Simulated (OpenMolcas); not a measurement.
Cr2+ (d4) on a cation site of an ionic host was computed by SS-CASPT2, IPEA 0.25 Eh, imaginary shift 0.1 Eh with the d shell active (OpenMolcas, ANO-RCC-VTZP on the metal). Its lowest spin-free states, and all those of the highest spin:

```json
{"2S+1": "5", "Degeneracy": "2", "E (cm-1)": "0"}
{"2S+1": "5", "Degeneracy": "3", "E (cm-1)": "5670"}
{"2S+1": "3", "Degeneracy": "3", "E (cm-1)": "13030"}
{"2S+1": "3", "Degeneracy": "3", "E (cm-1)": "15690"}
{"2S+1": "3", "Degeneracy": "2", "E (cm-1)": "15770"}
{"2S+1": "3", "Degeneracy": "3", "E (cm-1)": "16540"}
{"2S+1": "3", "Degeneracy": "1", "E (cm-1)": "17360"}
{"2S+1": "3", "Degeneracy": "1", "E (cm-1)": "18370"}
{"2S+1": "1", "Degeneracy": "3", "E (cm-1)": "20030"}
{"2S+1": "1", "Degeneracy": "2", "E (cm-1)": "20610"}
{"2S+1": "3", "Degeneracy": "2", "E (cm-1)": "20860"}
{"2S+1": "3", "Degeneracy": "3", "E (cm-1)": "21590"}
```

Problem. Is the site octahedral, tetrahedral or cube-like, axial, or of lower symmetry?

Solution. The states with 2S+1 = 5 have orbital degeneracies 2, 3. Threefold states need a cubic site. For d4 at this spin an octahedron puts the twofold E below the threefold T2 and a tetrahedron or cube puts the threefold T2 below the twofold E, so the site is octahedral. The first gap at this spin, 5670 cm-1, is |10Dq| in ligand-field theory. The run had Cr2+ with its 6 nearest chloride ions at 2.651 Å, on the Na site of NaCl (a = 5.64056 Å, distance in the model lattice 2.820 Å). The rest of the host is ab initio model potentials to 7.6 Å, with orthogonalisation functions on the cations behind the ligands, and point charges beyond; the distance is set by hand and nothing relaxes, and no local charge compensation is placed. Ligand basis ANO-RCC-VDZP.

Roots that are degenerate in the reference are averaged as groups; the widest CASPT2 spread within a group is 170 cm-1 (the 2-fold group of multiplicity 1 near 29000 cm-1 above the lowest state of its run). Shifts and gaps below about the spread of the groups concerned are not significant. Over all roots computed the reference weight is 0.67 to 0.69; a low but even weight reflects the number of correlated electrons. An orbital doublet at a regular site is open to a Jahn-Teller distortion, which this geometry leaves out. Ligand-to-metal charge-transfer states are missing. These CASPT2 states fit no ligand-field parameters well, so their order and spin gaps are uncertain. With no ligand orbital active B as a rule stays too high, so bands that hang on it stand too high and its fall with covalency is understated. With one d shell and no ligand orbital active, 10Dq can be off by tens of per cent for divalent 3d ions, low with halides held by bare charges and at times high in hosts. Free-ion shares, where given, are those of the reference states; single-state CASPT2 does not remix them. No measured value stands beside these numbers; the geometry was set by hand and not optimised.
